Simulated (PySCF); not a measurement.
# What a mistake does to a calculation on C2GeH7O

Calculated results; nothing here was measured. The program is PySCF 2.14.0, an open-source quantum chemistry code, run on an isolated molecule that a program drew, which may never have been made. The molecule is C2GeH7O (charge 0, doublet), drawn as the SMILES string `[CH3][Ge]([CH3])[OH]`.

Each row is a Hartree-Fock (HF) and frozen-core CCSD(T) single point in the cc-pVDZ basis, meant for a local HF minimum. Run 1 is clean. Each other run has one planted mistake out of seven kinds, and not every kind appears here: one electron removed, one electron added, multiplicity raised by two, geometry at a saddle point, minimal basis STO-3G, one bond length entered in bohr, all coordinates scaled. The reference is restricted for singlets and unrestricted otherwise, and also for a bond in bohr. Adding or removing an electron swaps singlet and doublet. Electrons count all cores. HOMO and LUMO are orbital energies over both spins, the gradient is its largest component, and the lowest frequency (negative if imaginary) is given only where the gradient is small. Bond lengths are over the 10 bonds as drawn. T1 is the CCSD diagnostic: over 0.02 (restricted) or 0.045 (unrestricted) a single reference is doubtful. Germanium has the cc-pVDZ-PP basis, with a core potential (ECP10MDF) in place of its 10 inner electrons, and its 3s, 3p and 3d shells are frozen in CCSD(T).

Geometry of the clean run:
```xyz
11
C2GeH7O, angstrom
C    -0.9732    1.7505    1.1933
Ge   -0.9442    0.6681   -0.4558
C    -0.3001   -1.1551   -0.1348
O     0.2759    1.3536   -1.5796
H    -1.2876    2.7750    0.9854
H     0.0291    1.7718    1.6303
H    -1.6660    1.3156    1.9171
H    -0.2780   -1.7177   -1.0688
H     0.7140   -1.1087    0.2707
H    -0.9456   -1.6730    0.5772
H     0.1209    2.2480   -1.8460
```

```
run  electrons  basis functions  <S^2>  HOMO (eV)  LUMO (eV)  gradient (hartree/bohr)  lowest frequency (cm^-1)  mean bond (Å)  longest bond (Å)      T1  HF (hartree)  CCSD(T) (hartree)                          mistake
  1         59              100  0.755      -8.24       1.79                  1.9e-05                       109         1.3227             1.973  0.0131    -448.05840         -448.68288                         no fault
  2         59              100  0.754      -8.01       2.11                  4.4e-02                         -         1.2724             1.898  0.0120    -448.04274         -448.65794           all coordinates scaled
  3         59              100  3.759      -3.22      -0.13                  1.0e-01                         -         1.3227             1.973  0.0335    -447.81504         -448.41053       multiplicity raised by two
  4         59              100  0.961      -8.45       1.36                  4.1e-02                         -         1.4971             3.704  0.0350    -447.98835         -448.59959  one bond length entered in bohr
  5         60              100  0.000      -0.07       9.26                  1.1e-01                         -         1.3227             1.973  0.0116    -448.02463         -448.67498                                ?
```

**Which mistake was planted in run 5, and what did it cost?**

It counts 60 electrons, one more than the clean run, at the same geometry and basis. So the mistake is: one electron added. Subtracting run 1 and multiplying by 627.51 kcal/mol a hartree, the energy moved by 21.2 kcal/mol in HF and 5.0 kcal/mol in CCSD(T).

Cautions from the logs. Run 5: the added electron raises the CCSD(T) energy, so it isn't bound in this basis.
